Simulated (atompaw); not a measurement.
## How hard is this W (Z = 74) PAW (atompaw) potential?

atompaw 4.2.0.5 input, output lines left out:

```
W 74
GGA-PBE scalarrelativistic loggrid 2001 logderivrange -2 5 176
6 6 5 4 0 0
6 0 1.5
6 1 0.5
5 2 4
0 0 0
c
c
c
c
c
v
c
c
c
c
v
c
c
v
c
2
3.00 2.75 2.85 2.80
y
-0.15
n
y
1.9
n
y
0.7
n
custom rrkj gramschmidtortho besselshape
3 0 troulliermartins
3.00
3.00
3.00
2.80
3.00
1.85
```

The pseudo-atom Hamiltonian at the reference potential is diagonalised in spherical Bessel functions j_l(qr) that vanish at 20 bohr, with q² up to the cutoff. All-electron valence levels (Ry): 6s -0.4604, 6p -0.1298, 5d -0.3835.

Task: How do the lowest levels (Ry) of each channel move with the cutoff, and are there ghosts?

Result:

```json
{"cutoff (Ry)": "8", "s #1": "-0.4604", "s #2": "-0.0211", "p #1": "-0.1298", "d #1": "-0.3756", "f #1": "0.0914", "Σ f·Δε (mRy)": "31.8"}
{"cutoff (Ry)": "10", "s #1": "-0.4604", "s #2": "-0.0211", "p #1": "-0.1298", "d #1": "-0.3823", "f #1": "0.0914", "Σ f·Δε (mRy)": "5.2"}
{"cutoff (Ry)": "12", "s #1": "-0.4604", "s #2": "-0.0211", "p #1": "-0.1298", "d #1": "-0.3834", "f #1": "0.0914", "Σ f·Δε (mRy)": "0.8"}
{"cutoff (Ry)": "15", "s #1": "-0.4604", "s #2": "-0.0211", "p #1": "-0.1298", "d #1": "-0.3834", "f #1": "0.0914", "Σ f·Δε (mRy)": "0.7"}
{"cutoff (Ry)": "18", "s #1": "-0.4604", "s #2": "-0.0211", "p #1": "-0.1298", "d #1": "-0.3835", "f #1": "0.0914", "Σ f·Δε (mRy)": "0.2"}
{"cutoff (Ry)": "400", "s #1": "-0.4604", "s #2": "-0.0211", "p #1": "-0.1298", "d #1": "-0.3836", "f #1": "0.0914", "Σ f·Δε (mRy)": "0.0"}
```

Result: no extra level below or beside the all-electron valence levels (s, p, d, f tested); 10 mRy is reached at 10 Ry and 1 mRy at 12 Ry.
